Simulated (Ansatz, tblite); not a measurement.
Forces on Ga₁₀As₁₀H₃₀, a nanocrystal cut from zinc blende GaAs (hydrogen-capped) at its PBE-D4/def2-SVP geometry. The state is a singlet with charge 0.

The xTB rows come from tblite. Single mean-field runs in def2-TZVP are fitted with def2-universal-jkfit.

GFN2-xTB (tblite), largest force 0.73 eV/Å:

```xyz
50
positions Å, forces eV/Å
Ga   -2.403    0.899    1.872   -0.096    0.019    0.200
Ga   -1.965    3.762   -1.588    0.237    0.135   -0.094
Ga    1.483    1.136    2.568    0.016    0.024    0.222
Ga    1.936    4.000   -0.885   -0.205    0.109   -0.174
Ga   -3.963   -0.368   -2.162    0.054   -0.243   -0.148
Ga   -0.225   -2.396    2.072   -0.032   -0.077    0.207
Ga   -1.774   -3.676   -1.964   -0.193    0.132   -0.171
Ga    0.207    0.065   -1.173    0.107    0.034   -0.607
Ga    4.481    0.149   -0.653    0.029   -0.245   -0.153
Ga    2.769   -3.399   -1.149    0.223    0.156   -0.096
As   -2.479    3.171    0.842   -0.217    0.288    0.146
As   -4.093   -0.171    0.380   -0.375   -0.037    0.100
As   -0.221   -0.070    1.257   -0.126   -0.040    0.716
As    0.168    2.467   -1.770    0.030    0.492   -0.333
As    1.637    3.424    1.583    0.118    0.311    0.205
As    3.698    0.308    1.772    0.320    0.005    0.224
As   -1.607   -1.200   -2.284   -0.326   -0.241   -0.437
As   -1.786   -3.658    0.589   -0.187   -0.321    0.117
As    1.889   -3.434    1.247    0.171   -0.299    0.182
As    2.428   -0.955   -1.562    0.482   -0.192   -0.292
H    -2.768    0.864    3.406    0.030   -0.017    0.015
H    -3.163    3.126   -2.382    0.077    0.243    0.034
H    -1.580    5.293   -1.559   -0.154   -0.078   -0.072
H     1.299    1.109    4.134   -0.031   -0.021    0.004
H     1.389    5.474   -1.027    0.177   -0.060   -0.011
H     3.401    3.526   -1.197   -0.111    0.230    0.001
H    -4.137    1.116   -2.651   -0.143   -0.211   -0.029
H    -4.907   -1.580   -2.525   -0.027    0.183   -0.032
H    -0.490   -2.588    3.615   -0.005    0.035    0.012
H    -3.237   -4.103   -2.375    0.159   -0.098   -0.016
H    -0.452   -4.451   -2.316   -0.248   -0.052   -0.039
H     4.639    1.651   -1.086    0.167   -0.192    0.026
H     5.627   -0.937   -0.639    0.016    0.185   -0.026
H     1.758   -4.320   -1.924    0.251   -0.021    0.050
H     4.324   -3.637   -1.012   -0.129   -0.117   -0.069
H    -3.879    3.675    1.186    0.406   -0.028    0.074
H    -1.733    4.084    1.810   -0.371   -0.073   -0.139
H    -5.398    0.528    0.754    0.269   -0.312    0.033
H    -4.430   -1.508    1.032   -0.164    0.360   -0.076
H     0.441    2.436   -3.274   -0.036   -0.087    0.234
H     0.494    4.217    2.210    0.401   -0.025    0.002
H     2.755    4.088    2.385   -0.399   -0.079   -0.072
H     4.702    1.146    2.561   -0.225   -0.342   -0.055
H     3.945   -0.995    2.528    0.134    0.378   -0.024
H    -1.253   -1.054   -3.764    0.020    0.028    0.251
H    -3.183   -3.392    1.143    0.271   -0.296   -0.037
H    -1.680   -5.096    1.093   -0.183    0.371   -0.008
H     1.783   -4.885    1.713    0.129    0.389    0.048
H     2.965   -3.020    2.246   -0.205   -0.323   -0.122
H     2.591   -0.821   -3.076   -0.108    0.020    0.228
```

r2SCAN-D4/def2-TZVP (Ansatz), largest force 0.36 eV/Å:

```
Ga -0.017 0.002 0.037
Ga -0.007 0.050 -0.019
Ga 0.002 0.004 0.042
Ga 0.006 0.052 -0.017
Ga -0.042 -0.022 -0.029
Ga -0.006 -0.013 0.038
Ga -0.033 -0.032 -0.029
Ga -0.001 0.000 -0.003
Ga 0.052 -0.016 -0.013
Ga 0.045 -0.028 -0.014
As -0.146 0.221 0.247
As -0.287 -0.074 0.205
As -0.018 -0.006 0.110
As 0.046 0.025 -0.258
As 0.022 0.233 0.275
As 0.208 -0.047 0.293
As 0.037 0.009 -0.261
As -0.193 -0.217 0.214
As 0.133 -0.197 0.273
As 0.055 0.011 -0.258
H 0.048 0.007 -0.221
H 0.195 0.136 0.125
H -0.074 -0.225 -0.009
H 0.031 0.006 -0.224
H 0.098 -0.216 0.023
H -0.240 0.108 0.047
H 0.003 -0.260 0.069
H 0.129 0.195 0.052
H 0.038 0.022 -0.222
H 0.225 0.048 0.061
H -0.241 0.109 0.047
H 0.002 -0.259 0.070
H -0.161 0.176 0.000
H 0.194 0.136 0.125
H -0.236 0.018 -0.024
H 0.285 -0.103 -0.070
H -0.181 -0.186 -0.210
H 0.266 -0.142 -0.076
H 0.051 0.297 -0.142
H -0.053 0.005 0.295
H 0.263 -0.159 -0.129
H -0.227 -0.136 -0.163
H -0.205 -0.170 -0.161
H -0.036 0.292 -0.157
H -0.068 -0.028 0.290
H 0.302 -0.081 -0.119
H -0.022 0.293 -0.103
H 0.021 0.295 -0.095
H -0.230 -0.111 -0.213
H -0.033 -0.026 0.297
```

PBE0-D4/def2-TZVP (Ansatz), largest force 0.39 eV/Å:

```
Ga 0.021 -0.005 -0.042
Ga 0.020 -0.005 -0.003
Ga -0.006 -0.006 -0.045
Ga -0.018 -0.006 -0.010
Ga 0.016 -0.014 -0.004
Ga 0.006 0.018 -0.043
Ga -0.005 0.020 -0.007
Ga -0.008 -0.002 0.036
Ga -0.012 -0.015 -0.010
Ga 0.004 0.020 -0.005
As -0.139 0.226 0.287
As -0.291 -0.091 0.241
As -0.009 -0.003 0.059
As 0.048 -0.038 -0.249
As 0.001 0.237 0.310
As 0.201 -0.064 0.328
As 0.086 0.042 -0.238
As -0.213 -0.211 0.248
As 0.137 -0.190 0.312
As -0.002 0.038 -0.254
H 0.035 0.006 -0.167
H 0.132 0.088 0.088
H -0.051 -0.155 -0.003
H 0.024 0.006 -0.168
H 0.066 -0.149 0.019
H -0.163 0.068 0.035
H 0.006 -0.175 0.050
H 0.088 0.133 0.039
H 0.029 0.015 -0.167
H 0.154 0.033 0.045
H -0.160 0.077 0.036
H -0.004 -0.174 0.049
H -0.111 0.120 0.003
H 0.127 0.095 0.087
H -0.163 0.013 -0.013
H 0.281 -0.112 -0.081
H -0.153 -0.193 -0.215
H 0.272 -0.131 -0.084
H 0.075 0.281 -0.148
H -0.054 0.003 0.301
H 0.240 -0.169 -0.143
H -0.218 -0.144 -0.171
H -0.209 -0.159 -0.170
H -0.054 0.273 -0.171
H -0.068 -0.027 0.297
H 0.297 -0.054 -0.128
H -0.009 0.293 -0.109
H 0.012 0.293 -0.106
H -0.225 -0.083 -0.220
H -0.036 -0.025 0.304
```
